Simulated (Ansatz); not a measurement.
SnCl2(pyrrolidide)2 (C₈H₁₆Cl₂N₂Sn). The state is a singlet with charge 0. Geometry PBE-D4/def2-SVP, basis def2-TZVP, Ansatz.

```xyz
29

Sn    0.0546    0.1097    1.2798
Cl   -0.4905   -0.9768    3.3329
Cl    1.0184    2.2327    1.8182
N    -1.5020    0.5481    0.0398
C    -2.4097    1.6663    0.3074
C    -3.2973    1.6835   -0.9584
C    -3.2582    0.2200   -1.4872
C    -2.3389   -0.5306   -0.4929
H    -1.8421    2.6045    0.4690
H    -3.0465    1.4935    1.2110
H    -2.8778    2.3795   -1.7104
H    -4.3244    2.0262   -0.7248
H    -4.2623   -0.2455   -1.5349
H    -2.8277    0.1865   -2.5069
H    -2.9599   -1.0234    0.2969
H    -1.7153   -1.3155   -0.9679
N     1.2824   -1.1917    0.2641
C     1.9428   -0.6116   -0.9174
C     3.2862   -0.0215   -0.4202
C     3.5902   -0.8157    0.8830
C     2.3885   -1.7844    1.0314
H     1.2855    0.1187   -1.4338
H     2.1301   -1.4429   -1.6385
H     3.1681    1.0584   -0.1981
H     4.0872   -0.1194   -1.1795
H     4.5539   -1.3618    0.8364
H     3.6446   -0.1298    1.7530
H     2.6297   -2.7708    0.5681
H     2.0903   -1.9862    2.0797
```

```tsv
run	HOMO (eV)	LUMO (eV)
A	-5.72	-2.72
B	-5.48	-2.88
C	-5.87	-2.69
D	-6.76	-2.01
E	-6.21	-2.41
F	-6.36	-2.38
```

In the def2 sets Sn takes a core potential; there is no spin–orbit coupling. HSE06 is defined as in plane-wave codes, on full-range PBE exchange. Single mean-field runs in def2-TZVP are fitted with def2-universal-jkfit.

The runs used B97M-V, HSE06, PBE, PBE0, r2SCAN, r2SCANh. Estimate which is which.

A r2SCAN (0 % exact exchange); B PBE (0 % exact exchange); C B97M-V (0 % exact exchange); D PBE0 (25 % exact exchange); E r2SCANh (10 % exact exchange); F HSE06 (range-separated). Exact exchange lowers occupied and raises empty levels; among semilocal functionals meta-GGAs tend to open the gap a little, and such runs are hard to tell apart. The gap grows from 2.60 eV (PBE) to 4.75 eV (PBE0).
